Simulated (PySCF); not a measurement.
PySCF input (M06-2X/def2-TZVPD):

```python
from pyscf import gto, scf, dft

mol = gto.M(
    atom='''
    As   -0.02388811   -0.04908631   -0.02812370
    H    -0.00211194    1.45250692   -0.32091890
    H     0.79041952    0.16734137    1.24900104
    ''',
    basis='def2-tzvpd',
    charge=-1,
    spin=0,
    verbose=4,
)

mf = dft.RKS(mol, xc='m062x').density_fit(auxbasis='def2-universal-jkfit')
mf.grids.level = 4
mf.conv_tol = 1e-9
mf.max_cycle = 100
mf.max_memory = 1500
mf.kernel()
if not mf.converged:
    mf = mf.newton()
    mf.kernel(mf.make_rdm1())
mf.analyze()
```

End of the output:

```
Extra cycle  E= -2237.07843122915  delta_E= 3.64e-12  |g|= 3.06e-07  |ddm|= 4.87e-06
converged SCF energy = -2237.07843122915
**** SCF Summaries ****
Total Energy =                       -2237.078431229154830
Nuclear Repulsion Energy =              23.069781847499815
One-electron Energy =                -3171.765542636804639
Two-electron Energy =                  911.617329560150324
Two-electron Coulomb Energy =          995.651326960903248
DFT Exchange-Correlation Energy =      -84.033997400752952
HOMO-LUMO gap [eV] =                     5.211891217503973
**** MO energy ****
MO #1   energy= -427.923574512531  occ= 2
MO #2   energy= -54.3322412564925  occ= 2
MO #3   energy= -48.6228759373667  occ= 2
MO #4   energy= -48.6222844907554  occ= 2
MO #5   energy= -48.6212932345256  occ= 2
MO #6   energy= -7.00072777630809  occ= 2
MO #7   energy= -5.05370226405722  occ= 2
MO #8   energy= -5.05113172974607  occ= 2
MO #9   energy= -5.04663776285532  occ= 2
MO #10  energy= -1.55983356886281  occ= 2
MO #11  energy= -1.55831201316222  occ= 2
MO #12  energy= -1.55367618026836  occ= 2
MO #13  energy= -1.55138605737887  occ= 2
MO #14  energy= -1.55113430393961  occ= 2
MO #15  energy= -0.411186030392921 occ= 2
MO #16  energy= -0.164948646836488 occ= 2
MO #17  energy= -0.0928460495762202 occ= 2
MO #18  energy= 0.0094534496101355 occ= 2
MO #19  energy= 0.200986920697323  occ= 0
MO #20  energy= 0.245967924279539  occ= 0
MO #21  energy= 0.296183694275652  occ= 0
MO #22  energy= 0.301011029703801  occ= 0
MO #23  energy= 0.305724770276598  occ= 0
MO #24  energy= 0.307754717906779  occ= 0
MO #25  energy= 0.312768643541913  occ= 0
MO #26  energy= 0.340664663287643  occ= 0
MO #27  energy= 0.393666992639978  occ= 0
MO #28  energy= 0.41078902504545   occ= 0
MO #29  energy= 0.412225184232094  occ= 0
MO #30  energy= 0.445899577457017  occ= 0
MO #31  energy= 0.451876707306481  occ= 0
MO #32  energy= 0.457743470459819  occ= 0
MO #33  energy= 0.600634946745962  occ= 0
MO #34  energy= 0.620355353784959  occ= 0
MO #35  energy= 0.626052984411321  occ= 0
MO #36  energy= 0.632287711180595  occ= 0
MO #37  energy= 0.661058656032806  occ= 0
MO #38  energy= 0.694382774927514  occ= 0
MO #39  energy= 0.721653925084174  occ= 0
MO #40  energy= 0.793548565739206  occ= 0
MO #41  energy= 0.828032581796738  occ= 0
MO #42  energy= 0.888214036226855  occ= 0
MO #43  energy= 1.08950275700318   occ= 0
MO #44  energy= 1.43489183081793   occ= 0
MO #45  energy= 1.44163525882287   occ= 0
MO #46  energy= 1.44856291045649   occ= 0
MO #47  energy= 1.45798777937991   occ= 0
MO #48  energy= 1.48627016623258   occ= 0
MO #49  energy= 1.49791766224698   occ= 0
MO #50  energy= 1.50921583756529   occ= 0
MO #51  energy= 1.51348089559088   occ= 0
MO #52  energy= 1.52097863559108   occ= 0
MO #53  energy= 1.53265754579359   occ= 0
MO #54  energy= 1.66026090674904   occ= 0
MO #55  energy= 1.70951046922258   occ= 0
MO #56  energy= 2.0161035454522    occ= 0
MO #57  energy= 2.07932573064606   occ= 0
MO #58  energy= 2.1676079360966    occ= 0
MO #59  energy= 2.2469344495935    occ= 0
MO #60  energy= 2.51775519698843   occ= 0
MO #61  energy= 2.6093177502588    occ= 0
MO #62  energy= 2.66351268379334   occ= 0
MO #63  energy= 2.78354889580771   occ= 0
MO #64  energy= 2.79305129926726   occ= 0
MO #65  energy= 3.04935011959009   occ= 0
MO #66  energy= 3.23346390617236   occ= 0
MO #67  energy= 3.56003918728212   occ= 0
MO #68  energy= 3.56195041829014   occ= 0
MO #69  energy= 3.56230329555317   occ= 0
MO #70  energy= 3.60667742943967   occ= 0
MO #71  energy= 3.90145425992845   occ= 0
MO #72  energy= 6.48164451868185   occ= 0
 ** Mulliken pop on meta-lowdin orthogonal AOs  **
 ** Mulliken pop  **
pop of  0 As 1s           1.99997
pop of  0 As 2s           1.99961
pop of  0 As 3s           1.99860
pop of  0 As 4s           1.69180
pop of  0 As 5s           0.00903
pop of  0 As 6s           0.00124
pop of  0 As 7s           0.00081
pop of  0 As 2px          1.99998
pop of  0 As 2py          1.99997
pop of  0 As 2pz          1.99997
pop of  0 As 3px          1.99987
pop of  0 As 3py          1.99984
pop of  0 As 3pz          1.99984
pop of  0 As 4px          1.71051
pop of  0 As 4py          1.13830
pop of  0 As 4pz          1.25123
pop of  0 As 5px          0.00925
pop of  0 As 5py          0.00267
pop of  0 As 5pz          0.00508
pop of  0 As 6px          0.00251
pop of  0 As 6py          0.00078
pop of  0 As 6pz          0.00151
pop of  0 As 3dxy         1.99995
pop of  0 As 3dyz         1.99993
pop of  0 As 3dz^2        1.99991
pop of  0 As 3dxz         1.99991
pop of  0 As 3dx2-y2      1.99990
pop of  0 As 4dxy         0.00081
pop of  0 As 4dyz         0.00087
pop of  0 As 4dz^2        0.00211
pop of  0 As 4dxz         0.00348
pop of  0 As 4dx2-y2      0.00414
pop of  0 As 5dxy         0.00005
pop of  0 As 5dyz         0.00009
pop of  0 As 5dz^2        0.00009
pop of  0 As 5dxz         0.00030
pop of  0 As 5dx2-y2      0.00022
pop of  0 As 6dxy         0.00011
pop of  0 As 6dyz         0.00015
pop of  0 As 6dz^2        0.00017
pop of  0 As 6dxz         0.00020
pop of  0 As 6dx2-y2      0.00023
pop of  0 As 7dxy         0.00002
pop of  0 As 7dyz         0.00001
pop of  0 As 7dz^2        0.00002
pop of  0 As 7dxz         0.00002
pop of  0 As 7dx2-y2      0.00002
pop of  0 As 4f-3         0.00017
pop of  0 As 4f-2         0.00019
pop of  0 As 4f-1         0.00005
pop of  0 As 4f+0         0.00023
pop of  0 As 4f+1         0.00024
pop of  0 As 4f+2         0.00058
pop of  0 As 4f+3         0.00024
pop of  1 H 1s            1.06220
pop of  1 H 2s            0.00098
pop of  1 H 3s            0.00041
pop of  1 H 2px           0.00517
pop of  1 H 2py           0.00184
pop of  1 H 2pz           0.00209
pop of  1 H 3px           0.00368
pop of  1 H 3py           0.00380
pop of  1 H 3pz           0.00144
pop of  2 H 1s            1.06220
pop of  2 H 2s            0.00098
pop of  2 H 3s            0.00041
pop of  2 H 2px           0.00546
pop of  2 H 2py           0.00087
pop of  2 H 2pz           0.00277
pop of  2 H 3px           0.00462
pop of  2 H 3py           0.00065
pop of  2 H 3pz           0.00364
 ** Mulliken atomic charges  **
charge of    0As =     -0.83681
charge of    1H =     -0.08159
charge of    2H =     -0.08159

WARN: System has nonzero charge -1; the dipole moment is origin-dependent.
Location of origin: [0. 0. 0.]

Dipole moment(X, Y, Z, Debye): -0.10224, -0.21008, -0.12035
```

This state (charge -1, singlet) is run at the relaxed geometry of the species with charge 0 and multiplicity 2.
